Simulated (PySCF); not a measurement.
PySCF job for I2Zn, SMILES [I][Zn][I] (connectivity only; charge and spin as stated), charge -1, multiplicity 2, B3LYP-D3(BJ)/def2-SVPD. Coordinates come from a B3LYP-D3(BJ)/def2-SVPD optimisation. The multiplicity is an assumed one; other spin states were not compared. The isomer is the one that the SMILES or the coordinates give; other isomers of the formula were not compared. The def2 effective core potentials stand for the cores of I; spin–orbit coupling is left out.

```python
import numpy as np
from pyscf import gto, scf, dft, df
from pyscf.hessian import thermo

mol = gto.M(
    atom='''
    Zn    0.00000000   -0.00000000   -1.05611459
    I     0.00000000   -2.34880144    0.29890036
    I     0.00000000    2.34880144    0.29890036
    ''',
    basis='def2-SVPD',
    ecp={'I': 'def2-svp'},
    charge=-1,
    spin=1,
    max_memory=1600,
    verbose=3,
)
mf = dft.UKS(mol, xc='b3lyp').density_fit(auxbasis='def2-universal-jkfit')
mf.disp = 'd3bj'
mf.grids.level = 3
mf.conv_tol = 1e-11
mf.max_cycle = 100
mf.kernel()
fine, coarse = mf.grids, dft.Grids(mol).set(level=1).build(with_non0tab=True)
for _ in range(3):  # follow internal instabilities
    mf.grids = coarse
    mo, _, stable, _ = mf.stability(return_status=True, nroots=4)
    mf.grids = fine
    if stable:
        break
    mf.kernel(mf.make_rdm1(mo, mf.mo_occ))

# [left out here: the lines that compute and print the analytic Hessian (its translational invariance restored by hand, since the grid's response is missing), thermochemistry and intensities]
```

It prints:

```

WARN: HOMO -0.890072968127527 >= LUMO -0.890072968127498


WARN: HOMO 0.160994285419531 >= LUMO 0.160449890435214

converged SCF energy = -2374.96463247895  <S^2> = 0.7519825  2S+1 = 2.0019815
<class 'pyscf.df.df_jk.DFUKS'> wavefunction is stable in the internal stability analysis

WARN: DFTD3 does not support analytical Hessian, using finite difference


WARN: Mole.unit (angstrom) is changed to Bohr

Mode                                 0                   1                   2
Irrep
Freq [cm^-1]                       41.2572            137.4331            169.9171
Reduced mass [au]                 105.6375             82.0349             74.6268
Force const [Dyne/A]                0.1059              0.9129              1.2695
Char temp [K]                      59.3599            197.7356            244.4729
Normal mode                   x     y     z       x     y     z       x     y     z
       0  Zn                -0.00  0.00  0.06   -0.00 -0.00  0.09   -0.00  0.11  0.00
       1   I                 0.00 -0.05 -0.01   -0.00  0.03 -0.02    0.00 -0.03  0.02
       2   I                 0.00  0.05 -0.01    0.00 -0.03 -0.02    0.00 -0.03 -0.02
temperature 298.1500 [K]
pressure 101325.00 [Pa]
Rotational constants [GHz] 5.29450 0.36093 0.33789
Symmetry number 2
Zero-point energy (ZPE) 0.00079 [Eh]   2085.136 [J/mol]
                           tot       elec      trans        rot        vib
Entropy [J/mol/K]       352.457      5.763    180.655    122.218     43.821
Cv [J/mol/K]             49.111      0.000     12.472     12.472     24.167
Cp [J/mol/K]             57.425      0.000     20.786     12.472     24.167
Internal energy [J/mol]                      3718.434   3718.434   7672.617
Internal energy [Eh]   -2374.95888  -2374.96463
Enthalpy [J/mol]                             6197.391   3718.434   7672.617
Enthalpy [Eh]          -2374.95793
Gibbs free energy [J/mol]                  -47664.862 -32720.742  -5392.634
Gibbs free energy [Eh] -2374.99796
mode   freq/cm-1   IR/(km/mol)
   1       41.26         0.000
   2      137.43         6.416
   3      169.92        56.377
max |gradient| / (hartree/bohr): 0.00012276969185508576
APT charges: [ 0.5501 -0.7751 -0.7751]
```

The run converged.

Cost: about 2.8 core-minutes (a rough figure).
